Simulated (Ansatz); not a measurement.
Gas-phase electronic energies from Ansatz, PBE0-D4/def2-TZVP geometries. CBS: MP2 limit from def2 TZ/QZ plus the TZ coupled-cluster correction, frozen cores. Functionals use def2-TZVPP. B3LYP here is the variant with VWN-RPA as its local correlation; programs differ in this. Each species was taken in one conformer, which may not be the lowest.

Consider the redistribution: `N[SiH2][SiH](O)F` + `O[SiH](Cl)CF` → `O[Si@H](Cl)C[Si@@H](O)F` + `N[SiH2]F`.

`N[SiH2][SiH](O)F`:

Z-matrix (Å, degrees):
```
Si
Si 1 2.354
N 1 1.742 2 102.5
H 1 1.494 2 113.3 3 -124.8
H 1 1.487 2 111.7 3 113.4
F 2 1.603 1 109.5 3 -122.2
O 2 1.639 1 104.4 3 -3.4
H 2 1.481 1 119.2 3 116.1
H 3 1.010 1 118.0 2 -71.6
H 3 1.009 1 117.8 2 153.6
H 7 0.964 2 113.6 1 -22.5
```

`O[SiH](Cl)CF`:

Cartesian coordinates in Å:
```
O -0.581 -1.745 0.208
Si -0.151 -0.270 0.753
Cl -1.780 0.781 1.427
C 0.638 0.731 -0.637
F -0.184 0.657 -1.761
H -1.109 -1.784 -0.593
H 0.777 -0.473 1.882
H 0.772 1.784 -0.374
H 1.617 0.317 -0.905
```

`O[Si@H](Cl)C[Si@@H](O)F`:

Cartesian coordinates in Å:
```
O 0.051 -0.457 2.665
Si -0.223 -0.778 1.088
F -1.743 -0.379 0.725
C 0.892 0.294 0.081
Si 0.277 0.664 -1.634
O -1.168 1.418 -1.608
Cl 0.152 -1.145 -2.623
H -0.359 -1.015 3.328
H -0.117 -2.225 0.805
H 1.877 -0.182 0.018
H 1.020 1.246 0.611
H 1.184 1.528 -2.412
H -1.843 1.031 -1.043
```

`N[SiH2]F`:

```xyz
7

N    -0.008   -0.929   -0.485
Si   -0.113    0.578    0.286
F     1.291    1.176    0.780
H     0.304   -1.019   -1.437
H     0.113   -1.784    0.032
H    -0.936    0.420    1.505
H    -0.652    1.558   -0.682
```

Q: Is it downhill or uphill in electronic energy at CCSD(T)/CBS, and by how much? (Estimate.)

A: Ansatz gave: Downhill: ΔE = -324.3 kJ/mol.

Q: What do these levels give: r2SCAN-D4, PBE0-D4, B3LYP-D4, ωB97X-V, B2PLYP, PBE, PBE0, MP2/def2-TZVPP, SCS-MP2/def2-TZVPP, CCSD(T)/def2-TZVPP, HF/def2-QZVPP, SCS-MP2/def2-QZVPP? (Best estimate.)

A: Ansatz gave: r2SCAN-D4 -314.0, PBE0-D4 -301.5, B3LYP-D4 -307.0, ωB97X-V -308.4, B2PLYP -317.0, PBE -283.1, PBE0 -298.8, MP2/def2-TZVPP -340.0, SCS-MP2/def2-TZVPP -330.0, CCSD(T)/def2-TZVPP -320.8, HF/def2-QZVPP -326.8, SCS-MP2/def2-QZVPP -333.0 kJ/mol.

Largest T1 diagnostic among the species: 0.012.

From PBE to PBE0 (25 % exact exchange), in def2-TZVPP and without D4, ΔE moves by −15.7 kJ/mol. The D4 term adds −4.8 kJ/mol with B3LYP and −2.7 kJ/mol with PBE0; it sums over pairs of atoms, weighted by their polarisabilities, and B3LYP, whose exchange is more repulsive, gets the larger term.
